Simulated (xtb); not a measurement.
C₄H₉NSi, SMILES N1[C@H](C([SiH2]1)=C)C. All values are semi-empirical tight-binding results from xtb (GFN2-xTB unless named), good for trends rather than for accurate numbers. Geometry optimised at GFN2-xTB. The structure was generated by enumeration; whether it is a known compound was not checked.

Computed properties:
The orbital gap is 3.91 eV, the dipole moment is 0.80 D and the zero-point energy is 73.7 kcal/mol. The G − E(el) at 298.15 K (modified RRHO) is 54.2 kcal/mol and the static polarisability (D4 model) is 82.2 bohr³. The solvation energy, GFN2-xTB/ALPB(water) is -0.3 kcal/mol and the solvation energy, GFN2-xTB/ALPB(thf) is -4.7 kcal/mol.
